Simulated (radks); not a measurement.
Task: All-electron atom: the scandium ion Sc+ in [Ar] 3d1 4s1. Method: Dirac Kohn-Sham, PBE, spin-unpolarised, spherical densities, finite nucleus; open shells fill j = l - 1/2 first; Fermi nuclear charge, rms radius 3.5459 fm; computed with a radial shooting solver on a logarithmic mesh with Libxc functionals.

Spin-orbit splittings of the eigenvalues, e(l+1/2) - e(l-1/2), with zeta = 2 splitting/(2l+1) and mean radii in bohr:

shell  occ.  splitting (eV)  zeta (eV)  <r> j=l-1/2  <r> j=l+1/2
2p        6           4.642      3.095       0.3059       0.3085
3p        6               ?          ?        1.162        1.170
3d        1         0.03296    0.01318        1.698        1.703

Estimate the 3p splitting.

Result: 0.5098 eV (zeta = 0.3399 eV).
